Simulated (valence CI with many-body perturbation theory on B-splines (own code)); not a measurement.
Values are calculated unless marked as measured or tabulated.
# Bi LXXI: what the settings do

Level of theory: valence CI with perturbative core correlation (CI+MBPT): three valence electrons over a frozen Dirac-Fock core [Ne], radial functions for each j: 6 s, 6 p, 5 d, 3 f, 1 g, with the one-electron correlation potential Σ1 (screened to all orders), the two-electron term Σ2, the three-electron term Σ3, Breit, model QED; selected single and double excitations, second order for the rest, scaled by the run's own slope (own B-spline code, finite nucleus).

The last digits are not significant, and no measured levels were compared; by estimate large intervals hold to a few tenths of a per cent, small ones and those within an open d or f shell to about a per cent.

The reference run has the lowest level (3s^2 3p1/2) J=1/2 and an ionisation energy of 8947.79 eV. Its largest variational space holds 2828 state functions.

Levels are named by their leading jj configuration (3d3/2^4 stands for four electrons in 3d with j = 3/2), which in mixed levels can hold well under half, so a name can repeat and another be missing. Letters in brackets count levels of one name in rising energy.

Reference levels: (3s 3p1/2^2) J=1/2 1636910, (3s^2 3p3/2) J=3/2 5102160, (3s 3p1/2 3p3/2) J=3/2 [a] 6446410, (3s 3p1/2 3p3/2) J=5/2 6620150, (3s 3p1/2 3p3/2) J=3/2 [b] 6801080, (3s 3p1/2 3p3/2) J=1/2 6906020, (3s^2 3d3/2) J=3/2 7301870, (3s^2 3d5/2) J=5/2 8330040, (3s 3p1/2 3d3/2) J=3/2 [a] 8372090, (3p1/2^2 3p3/2) J=3/2 8497580, (3s 3p1/2 3d3/2) J=5/2 8583980, (3s 3p1/2 3d3/2) J=1/2 8837760 cm⁻¹.

(1) Rank these changes by the mean size of the shift of these levels, smallest first.
A. cutoff of virtual states (hartree) 13778 → 296.06
B. three-electron term on → off
C. highest l in the core sums 6 → 5; cutoff of virtual states (hartree) 13778 → 35520

## Answers

(1) C (34 cm⁻¹), B (170 cm⁻¹), A (710 cm⁻¹).
